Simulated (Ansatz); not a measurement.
`BS[SiH2]OC` and `CO[SiH2]CN` differ in one atom or group.

Ansatz, PBE0-D4/def2-TZVP geometries, multiplicity 1. Each molecule was computed in one conformer, which needn't be the lowest.

```
                               property  `BS[SiH2]OC`
     LUMO energy (PBE0/def2-TZVPP) / eV         -1.51
    LUMO energy (B3LYP/def2-TZVPP) / eV         -1.69
HOMO–LUMO gap (ωB97M-V/def2-TZVPP) / eV         10.83
  LUMO energy (ωB97M-V/def2-TZVPP) / eV          0.42
    HOMO–LUMO gap (PBE/def2-TZVPP) / eV          4.39
     HOMO energy (PBE0/def2-TZVPP) / eV         -8.21
```

Problem. Give the same properties after the change, and the shifts. (An estimate is asked.)

Solution. Computed: 
```tsv
property	`CO[SiH2]CN`	shift
LUMO energy (PBE0/def2-TZVPP) / eV	0.78	2.29
LUMO energy (B3LYP/def2-TZVPP) / eV	0.48	2.17
HOMO–LUMO gap (ωB97M-V/def2-TZVPP) / eV	11.54	0.71
LUMO energy (ωB97M-V/def2-TZVPP) / eV	2.27	1.85
HOMO–LUMO gap (PBE/def2-TZVPP) / eV	5.36	0.97
HOMO energy (PBE0/def2-TZVPP) / eV	-6.90	1.31
```

With PBE0 the HOMO rises by 1.31 eV and the LUMO rises by 2.29 eV, so the gap widens by about 0.98 eV. PBE moves the HOMO by 1.41 eV and ωB97M-V by 1.14 eV.

Positive LUMOs are unbound, so they and the gaps depend on the basis.

B3LYP here is the variant with VWN-RPA as its local correlation; programs differ in this.
